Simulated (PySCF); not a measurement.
```xyz
3
charge 0 multiplicity 3, angstrom
Te   -0.1913   -0.8488   -0.0005
Te    0.0954    0.4231    2.2768
Te    0.0959    0.4256   -2.2763
```

These are results of UPBE0 in PySCF with Te def2-TZVP with ECP28; scalar-relativistic core potentials, no spin–orbit coupling; density-fitted integrals, not measurements.

This geometry of Te3 is a stationary point at this level.

(1) What is the point group?

(2) Is it a minimum?

(3) What are the dipole moment and the gap between the highest occupied and lowest empty levels of either spin?

(4) Give the atomic charges and bond orders.

(5) What is the atomisation energy, with and without zero-point energy?

## Answers

(1) C2v.

(2) Yes: all harmonic wavenumbers are real.

(3) 0.21 D and 1.03 eV.

(4) 
```
 atom  Mulliken  Löwdin  polar tensor  spin (Mulliken)  Mayer order to Te1
  Te1      0.15    0.11          1.00             0.41                   –
Te2,3     -0.08   -0.06         -0.50             0.80                1.43
```
Other Mayer orders above 0.3: Te–Te 0.53.

(5) 395 kJ/mol without, 392 kJ/mol with.

Other isomers or separated fragments may lie lower. At this level a singlet minimum of D3h symmetry lies 100 kJ/mol below this structure. No spin–orbit coupling is included, which matters more the heavier the element.
